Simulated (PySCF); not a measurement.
# Mn⁺ (manganese, charge +1) across methods

[Ar] 3d5 4s1, high-spin 7S determinant. All numbers are calculated (PySCF 2.14, scalar relativity by spin-free X2C-1e, in ANO-RCC-VTZP (6s5p3d2f1g, 59 functions)).

```
method  E (hartree)  mean ε 3p β (eV)  mean ε 3d α (eV)  mean ε 4s α (eV)  Σ⟨r²⟩ (bohr²)    ⟨S²⟩
   LDA    -1155.837           -59.209           -16.591           -12.905          25.85  12.000
r2SCAN    -1158.260           -59.739           -16.796           -12.902          25.58  12.000
   PBE    -1158.043           -59.073           -16.380           -12.645          25.87  12.000
   UHF  -1157.16205           -68.918           -25.121           -14.986          25.78  12.000
M06-2X    -1158.268           -64.869           -20.921           -13.628          25.84  12.001
PBEsol    -1156.900           -59.007           -16.407           -12.686          25.83  12.000
  MN15    -1158.904           -63.652           -19.475           -13.583          26.12  12.001
```

(1) Estimate the same row for PBE0.

## Answers

(1) E (hartree) = -1158.073; mean ε 3p β (eV) = -61.872; mean ε 3d α (eV) = -18.672; mean ε 4s α (eV) = -13.310; Σ⟨r²⟩ (bohr²) = 25.68; ⟨S²⟩ = 12.000.
